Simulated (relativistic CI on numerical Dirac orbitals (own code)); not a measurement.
**Electric-dipole lines of Sb**

Calculated at this level of theory: Dirac-Coulomb-Breit CI, orbitals from a KLI potential per configuration, model QED (radiative potential, 1s self-energy scaled to tabulated hydrogen-like ionisation energies), valence Slater integrals scaled by 0.85, configuration energies shifted to the measured levels that pair with them (semi-empirical) (own radial code, finite nucleus).

CI space (outside the closed core [Kr] 4d10): 5s2 5p3, 5s2 5p2 6s, 5s2 5p2 5d, 5s 5p4, 5s2 5p2 7s, 5s2 5p2 6p, 5s2 5p2 7p, 5s2 5p2 6d, 5s2 5p 5d2, 5s2 5p2 4f, 5s2 5p2 7d, 5s2 5p2 5f, 5s2 5p2 5g, 5s2 5p2 6f, 5s2 5p2 7f, 5p5. Levels of other configurations are missing.

| λ vac (nm) | Lower | Upper | A (s⁻¹) | log gf | S velocity/length |
| --- | --- | --- | --- | --- | --- |
| 170.01 | 5s2 5p3 4S°_3/2 [1] | 5s2 5p2 5d 4D_5/2 [38] | 2.28e+07 | -1.23 | 1.07 |
| 177.26 | 5s2 5p3 2D°_5/2 [3] | 5s2 5p2 5d 2G_7/2 [107] | 1.93e+07 | -1.14 | 0.57 |
| 182.93 | 5s2 5p3 2D°_5/2 [3] | 5s2 5p2 5d 2F_7/2 [82] | 2.24e+07 | -1.05 | 1.01 |
| 190.82 | 5s2 5p3 4S°_3/2 [1] | 5s2 5p2 5d 4P_5/2 [13] | 2.55e+07 | -1.08 | 1.05 |
| 192.74 | 5s2 5p3 2D°_3/2 [2] | 5s2 5p2 5d 2D_5/2 [48] | 7.97e+07 | -0.57 | 1.03 |
| 195.57 | 5s2 5p3 2P°_1/2 [4] | 5s2 5p2 6s 2S_1/2 [95] | 1.66e+08 | -0.72 | 0.69 |
| 199.25 | 5s2 5p3 2D°_5/2 [3] | 5s2 5p2 5d 2D_5/2 [48] | 4.49e+07 | -0.79 | 1.33 |
| 200.39 | 5s2 5p3 2D°_5/2 [3] | 5s2 5p2 5d 2F_7/2 [46] | 2.16e+08 | 0.02 | 0.93 |
| 203.81 | 5s2 5p3 2D°_3/2 [2] | 5s2 5p2 5d 4D_5/2 [38] | 5.89e+07 | -0.66 | 0.75 |
| 204.77 | 5s2 5p3 2P°_3/2 [5] | 5s2 5p2 6s 2S_1/2 [95] | 2.24e+08 | -0.55 | 0.82 |
| 207.32 | 5s2 5p3 4S°_3/2 [1] | 5s2 5p2 6s 4P_5/2 [9] | 1.83e+08 | -0.15 | 0.76 |
| 209.32 | 5s2 5p3 2D°_3/2 [2] | 5s2 5p2 5d 2F_5/2 [31] | 8.45e+07 | -0.48 | 1.02 |
| 213.75 | 5s2 5p3 2D°_3/2 [2] | 5s2 5p2 6s 2D_5/2 [25] | 2.09e+07 | -1.07 | 0.57 |
| 215.25 | 5s2 5p3 2D°_3/2 [2] | 5s2 5p2 6s 2D_3/2 [23] | 1.27e+08 | -0.45 | 0.81 |
| 216.41 | 5s2 5p3 2P°_1/2 [4] | 5s2 5p2 5d 2D_3/2 [49] | 6.64e+07 | -0.73 | 0.85 |
| 218.81 | 5s2 5p3 4S°_3/2 [1] | 5s2 5p2 6s 4P_3/2 [7] | 1.64e+08 | -0.33 | 0.73 |
| 221.20 | 5s2 5p3 2D°_3/2 [2] | 5s2 5p2 5d 4F_5/2 [19] | 4.48e+07 | -0.71 | 0.84 |
| 221.79 | 5s2 5p3 2D°_5/2 [3] | 5s2 5p2 6s 2D_5/2 [25] | 1.88e+08 | -0.08 | 0.70 |
| 221.84 | 5s2 5p3 2D°_5/2 [3] | 5s2 5p2 5d 4F_7/2 [24] | 1.79e+07 | -0.98 | 0.86 |
| 232.09 | 5s2 5p3 4S°_3/2 [1] | 5s2 5p2 6s 4P_1/2 [6] | 1.60e+08 | -0.59 | 0.70 |

Terms are leading LS components. Brackets give the number of a level in order of energy, since labels repeat. The list gives strong lines, with weight on those to low levels, without configurations that were not tied to measured data, among the lowest 139 of 352 levels, so that lines to higher ones, which can be the strongest, are missing, and without lines across small gaps between configurations, and without 57 lines that miss the measured interval by over 3.5 %, start from a term whose rates miss tabulated ones by over 60 %, have gauges far apart or, lacking measured levels, span too small a gap for the errors found; lines with a level outside our table were not tested and can miss by more. Levels whose partners in the same complex of configurations lie outside the list can be far off, and so can their lines. Rates are taken at the computed energies, electric ones in the length gauge. A velocity-to-length ratio far from 1 marks an uncertain rate.

Configurations whose levels could be paired with our table of measured levels were shifted onto them, all but the ground configuration, by the median error of their levels; single terms can still be off by 1,000 to 2,000 cm⁻¹ or more, and rates follow the energies as ν³ (E1, M1) or ν⁵ (E2). The others borrow a shift and can be off by several thousand cm⁻¹ or more. The fine structure of a lone outer electron comes out too small, for d and f at times inverted, and misplaced configurations move strength between like terms. 14 of the 20 excited levels that our extract of the measured tables holds in this range could be paired (the sources list more); they are missed by 459 cm⁻¹ on average and 1597 at most, after the shifts were fitted to these levels, and levels without a partner can miss by more.

LS names give the leading component of a level, which can be under half, so a name can repeat, a term be missing and a line seem to break the LS rules.
